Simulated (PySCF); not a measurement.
## C₆ coefficients of unlike pairs at M06-2X

Calculated with PySCF 2.14 from the dipole response of each species, C₆(A,B) = (3/π) ∫ α_A(iu) α_B(iu) du, in atomic units, from isotropic polarisabilities. For ions this is the dispersion term alone; charge-induced terms of lower order in 1/R come first.

| species | configuration | basis | relativity | α (bohr³) | C₆ (like pair) |
| --- | --- | --- | --- | --- | --- |
| In⁺ | [Kr] 4d10 5s2 (1S) | aug-cc-pwCVTZ-DK3 (10s9p7d4f1g) | spin-free X2C | 21.65 | 141.5 |
| Sc | [Ar] 3d1 4s2 (2D) | def2-TZVPPD (6s6p4d2f1g) | none | 178.2 | 1957 |
| Rh²⁺ | [Kr] 4d7 (4F) | aug-cc-pVDZ-PP with ECP28MDF (5s5p4d2f) | core potential | 6.948 | 36.30 |
| S⁺ | [Ne] 3s2 3p3 (4S) | x2c-TZVPPall with one added diffuse shell each of s, p, d type (6s6p4d1f) | spin-free X2C | 10.92 | 52.75 |

(1) Estimate C₆ for Rh²⁺ with In⁺.

No spin-orbit coupling is included.

The other pairs:

| pair | C₆ |
| --- | --- |
| S⁺, In⁺ | 85.36 |
| Rh²⁺, Sc | 171.0 |
| S⁺, Rh²⁺ | 41.76 |
| Sc, In⁺ | 440.6 |
| S⁺, Sc | 246.7 |

## Answers

(1) The integral gives 67.18. The combination rule 2 C_A C_B / (C_A α_B/α_A + C_B α_A/α_B) gives 64.81 and the geometric mean 71.68.
